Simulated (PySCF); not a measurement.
## Electronic structure of Mo⁺ (molybdenum, charge +1) at the r2SCAN level

Configuration: [Kr] 4d5, high-spin 6S determinant. Calculation: PySCF 2.14, in def2-SVP with the def2 core potential (28 electrons) (5s3p2d1f, 31 functions); scalar relativity through the core potential.

| Quantity | Value |
| --- | --- |
| Total energy | -67.8524 hartree |
| One-electron energy | -112.9893 hartree |
| Hartree (Coulomb) energy | 52.9848 hartree |
| Exchange-correlation energy | -7.8479 hartree |
| ⟨S²⟩ | 8.7504 |
| ⟨L²⟩ | 0.000 |
| Sum of ⟨r⟩ | 19.20 bohr |
| Sum of ⟨r²⟩ | 34.70 bohr² |
| Time after the integrals | 0.15 s of wall time on 1 thread of AMD EPYC 9R45 96-Core Processor (shared host) |

```tsv
shell	electrons	mean orbital energy (hartree)	rms radius, mean of both spins (bohr)
4s α	1	-2.76218	1.19
4s β	1	-2.62457	1.19
4p α	3	-1.78111	1.33
4p β	3	-1.62525	1.33
4d α	5	-0.42285	2.06
```

Energies and moments cover only the electrons outside the core potential.
